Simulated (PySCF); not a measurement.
Isomers C6H9NOSi:

A. SMILES C#C[C@@H](/C=C/[SiH3])NC=O
B. `[SiH3]C/C=N/c1ccco1`
C. `C1=CN=CC([SiH2]OC)=C1`

Spectrum 1. ¹H NMR (300 MHz, computed): δ 8.21 (d, 1H), 6.16 (m, 1H), 6.15 (m, 1H), 5.64 (m, 1H), 4.74 (br, 1H), 4.18 (d, 3H), 1.87 (d, 1H). ¹³C{¹H} NMR (computed): δ 158.9 (CH), 155.1 (CH), 131.7 (CH), 86.8 (C), 80.5 (CH), 45.1 (CH).

Spectrum 2. ¹H NMR (300 MHz, computed): δ 8.94 (d, 1H), 8.87 (s, 1H), 8.25 (d, 1H), 7.46 (m, 1H), 5.42 (s, 2H), 4.03 (s, 3H). ¹³C{¹H} NMR (computed): δ 159.8 (CH), 156.8 (CH), 147.9 (CH), 131.8 (C), 128.5 (CH), 54.4 (CH3).

Spectrum 3. ¹H NMR (300 MHz, computed): δ 8.19 (t, 1H), 7.24 (m, 1H), 6.65 (m, 1H), 6.60 (m, 1H), 3.95 (t, 3H), 2.24 (m, 2H). ¹³C{¹H} NMR (computed): δ 162.2 (C), 158.4 (CH), 143.3 (CH), 119.0 (CH), 115.5 (CH), 25.7 (CH2).

One computed conformer, relativity neglected, rapidly exchanging positions averaged, no solvent. Shieldings: GIAO PBE0/pcSseg-1; GFN2-xTB geometry; PySCF.

Scale: TMS for ¹H (σref 31.72), ¹³C (σref 186.93) (reference shieldings calculated alike). Where no couplings were computed, multiplicities follow the n + 1 count of equivalent neighbours, and m marks all less simple cases (inequivalent or close neighbours, rings, F or P nearby). Acid and N–H amide carbonyl carbons lie up to 10 ppm further downfield in solution (hydrogen bonding). Shifts are as computed. Against solution values, carbons near 30 ppm lie about +3 ppm off and those near 130 ppm about +5 ppm. Of 1309 compounds with measured shifts, 239 miss one by over three times the rms of a fit or turn the order of signals round; such compounds aren't used in these exercises. OH and NH positions are gas-phase values without hydrogen bonding to other molecules.

Q: Which spectrum belongs to which compound?

A: 1–A, 2–C, 3–B.

- Spectrum 1 (A): 6 ¹³C signals; δC 158.9 is an amide carbonyl carbon; δC 155.1 is an alkene CH.
- Spectrum 2 (C): 6 ¹³C signals; δC 159.8 is an aromatic CH next to a ring nitrogen; δC 156.8 is an aromatic CH next to a ring nitrogen.
- Spectrum 3 (B): 6 ¹³C signals; δC 162.2 is an aromatic carbon bearing nitrogen; δH 7.24 is the hydrogen on an aromatic CH next to the ring oxygen.
